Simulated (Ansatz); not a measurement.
Start from `[AlH2][CH2]CI` and change one atom or group to get `NCC[CH2][AlH2]`.

Ansatz, PBE0-D4/def2-TZVP geometries, multiplicity 1. Each molecule was computed in one conformer, which needn't be the lowest.

Elements past krypton have def2 core potentials.

| property | `[AlH2][CH2]CI` |
| --- | --- |
| HOMO energy (PBE0/def2-TZVPP) / eV | -7.04 |
| HOMO–LUMO gap (ωB97M-V/def2-TZVPP) / eV | 9.06 |
| LUMO energy (PBE0/def2-TZVPP) / eV | -1.71 |
| HOMO–LUMO gap (PBE/def2-TZVPP) / eV | 3.43 |
| HOMO energy (PBE/def2-TZVPP) / eV | -5.92 |
| size of the dipole moment (B3LYP/def2-TZVPP) / D | 2.02 |

Q: What does the change do to each property? (An estimate is asked.)

A: The calculation gave: 
```json
{"property": "HOMO energy (PBE0/def2-TZVPP) / eV", "`NCC[CH2][AlH2]`": "-7.26", "shift": "-0.22"}
{"property": "HOMO–LUMO gap (ωB97M-V/def2-TZVPP) / eV", "`NCC[CH2][AlH2]`": "10.20", "shift": "1.14"}
{"property": "LUMO energy (PBE0/def2-TZVPP) / eV", "`NCC[CH2][AlH2]`": "-1.00", "shift": "0.71"}
{"property": "HOMO–LUMO gap (PBE/def2-TZVPP) / eV", "`NCC[CH2][AlH2]`": "4.09", "shift": "0.66"}
{"property": "HOMO energy (PBE/def2-TZVPP) / eV", "`NCC[CH2][AlH2]`": "-5.86", "shift": "0.06"}
{"property": "size of the dipole moment (B3LYP/def2-TZVPP) / D", "`NCC[CH2][AlH2]`": "0.88", "shift": "-1.14"}
```

With PBE0 the HOMO falls by 0.22 eV and the LUMO rises by 0.71 eV, so the gap widens by about 0.93 eV. PBE moves the HOMO by 0.06 eV and ωB97M-V by -0.42 eV. Dipoles are sizes alone; their direction can turn.

B3LYP here is the variant with VWN-RPA as its local correlation; programs differ in this.

Spin–orbit coupling is left out; it splits and shifts lone-pair levels of the heavy atoms by tenths of an eV.
